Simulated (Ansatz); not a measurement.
BrH$_{2}$InO (`[OH][InH][Br]`). Charge 0, multiplicity 1. In takes the def2 core potential. The structure was optimised at the PBE0-D4/def2-TZVP level. It is one conformer, not always the lowest.

```xyz
5

O    -0.947    0.873    0.722
In    0.320   -0.279   -0.257
Br    0.660   -2.364    0.992
H    -1.120    1.707    0.279
H     1.088    0.063   -1.736
```

Q: What is the dipole moment at PBE/def2-TZVPP? (Best estimate.)

A: Computed: 3.18 D, with components (0.41, 2.06, -2.39) D in this frame, pointing from negative to positive charge.

Q: And with r2SCAN, B3LYP, ωB97M-V? (Estimate.)

A: Ansatz gave: r2SCAN 3.35 D, B3LYP 3.35 D, ωB97M-V 3.45 D.

Q: Give the Mulliken charges with PBE, B3LYP, ωB97M-V in def2-TZVPP. (An estimate is asked.)

A: Ansatz gave: 
```tsv
atom	PBE	B3LYP	ωB97M-V
O1	-0.45	-0.49	-0.49
In2	0.70	0.78	0.72
Br3	-0.35	-0.36	-0.34
H4	0.17	0.17	0.16
H5	-0.08	-0.09	-0.05
```

B3LYP here is the variant with VWN-RPA as its local correlation; programs differ in this.
